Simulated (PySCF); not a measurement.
# From MP2 to CCSD(T): MH along the fifth-period p block

MP2 and CCSD(T) in PySCF with x2c-TZVPPall on every atom, spin-free X2C, for the lowest determinant that a PBE0 search found; no spin–orbit coupling.

```tsv
molecule	state (unpaired electrons)	MP2 Re (Å)	MP2 ωe (cm⁻¹)	MP2 De (eV)	CCSD(T) Re (Å)	CCSD(T) ωe (cm⁻¹)	CCSD(T) De (eV)
InH	singlet (closed shell)	1.820	1536	2.55	1.836	1485	2.73
SnH	doublet (π ↑)	1.752	1793	2.42	1.767	1728	2.64
SbH	triplet (π ↑↑)	1.694	2004	2.28	?	?	?
TeH	doublet (π ↑)	1.638	2233	2.76	1.652	2148	2.91
HI	singlet (closed shell)	1.590	2432	3.38	1.601	2351	3.42
```

(1) Estimate the CCSD(T) values of SbH by adding the mean shift from MP2 to CCSD(T) of the other rows, and compare with the calculation.

(2) What are the mean differences of MP2 from CCSD(T) over the whole series?

In a basis of this size CCSD(T) is itself not converged; it tends to give bonds that are too long and too weak.

Correlated steps freeze 18 core orbitals. These are scalar-relativistic numbers at best; spin–orbit coupling would shift them, the dissociation energy most. Where the molecule has an RHF reference, its open-shell atoms are computed with UHF. States were picked by a PBE0 search and need not be the measured ground states.

Answers

(1) The mean shifts are +1.4 pm, -70 cm⁻¹ and +0.15 eV, which give 1.708 Å, 1934 cm⁻¹ and 2.43 eV. CCSD(T)/x2c-TZVPPall gives Re = 1.708 Å, ωe = 1934 cm⁻¹, De = 2.54 eV.

(2) Re -1.4 pm, ωe +70 cm⁻¹, De -0.17 eV.
